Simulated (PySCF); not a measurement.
B(F)(NCO)2 (C₂BFN₂O₂), SMILES N(B(F)N=C=O)=C=O. The structure is a stationary point at PBE-D3(BJ)/def2-SVP. One conformer was computed; it need not be the lowest.

Computed equilibrium geometry at PBE-D3(BJ)/def2-SVP (PySCF confirms it by a frequency run) as a Z-matrix, and its point group (one conformer of several):
point group C2v.
```
B
F 1 1.3354
N 1 1.4214 2 118.93
C 3 1.2095 1 168.17 2 180.00
O 4 1.1786 2 166.46 1 180.00
N 1 1.4214 2 118.93 3 180.00
C 6 1.2095 1 168.17 2 180.00
O 7 1.1786 3 154.12 4 0.00
```
Charge 0, spin multiplicity 1.
